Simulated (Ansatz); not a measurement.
Reaction (ligand exchange at the Si–C bond): `CC[Si]C` + H₂S → `C[Si]S` + `CC`

Isolated molecules relaxed with PBE0-D4/def2-TZVP in Ansatz; ΔE leaves out vibrations. CBS: MP2 limit from def2 TZ/QZ plus the TZ coupled-cluster correction, frozen cores. This one scheme is used for every species. Functionals use def2-TZVPP. B3LYP here is the variant with VWN-RPA as its local correlation; programs differ in this. Each species was taken in one conformer, which may not be the lowest.

```
         level  ΔE (kJ/mol)  difference from CCSD(T)/CBS
       PBE0-D4       -140.6                         -5.9
      B3LYP-D4       -139.2                         -4.5
        B2PLYP       -141.7                         -7.0
          PBE0       -143.5                         -8.8
         B3LYP       -143.9                         -9.2
  MP2/def2-SVP       -135.7                         -1.0
 CCSD/def2-SVP       -131.2                          3.5
  HF/CBS(def2)       -138.6                         -3.9
 MP2/CBS(def2)       -140.1                         -5.4
CCSD/CBS(def2)       -133.3                          1.4
   CCSD(T)/CBS       -134.7                            0
```

Largest T1 diagnostic among the species: 0.014.

From BLYP to BHLYP (50 % exact exchange), in def2-TZVPP and without D4, ΔE moves by +5.0 kJ/mol. The D4 term adds +4.8 kJ/mol with B3LYP and +2.9 kJ/mol with PBE0; it sums over pairs of atoms, weighted by their polarisabilities, and B3LYP, whose exchange is more repulsive, gets the larger term.
